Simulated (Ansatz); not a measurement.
The cluster Ti₂H₂. Charge 0, multiplicity 1. Geometry r2SCAN-D4/def2-TZVP; atoms count from 1.

```csv
atom,x (Å),y (Å),z (Å)
Ti1,-0.353,-0.427,-0.766
Ti2,0.353,0.427,0.766
H3,1.007,1.215,2.177
H4,-1.006,-1.215,-2.177
```

The geometry of the singlet was relaxed on an unsound state (restricted singlet, unstable towards broken spin symmetry). The structure comes from a short search, and lower isomers may exist.

Q: Estimate the Mulliken populations from the PBE0/def2-TZVP orbitals of Ansatz.

A: 
```json
{"atom": "Ti1", "charge (e)": "0.14", "d electrons": "2.63"}
{"atom": "Ti2", "charge (e)": "0.14", "d electrons": "2.63"}
{"atom": "H3", "charge (e)": "-0.14", "d electrons": "–"}
{"atom": "H4", "charge (e)": "-0.14", "d electrons": "–"}
```
Mulliken values and Mayer orders depend strongly on the basis.

Q: And the Mayer bond orders between bonded heavy atoms (over 0.3)?

A: Ti1–Ti2 3.06 (1.89 Å).
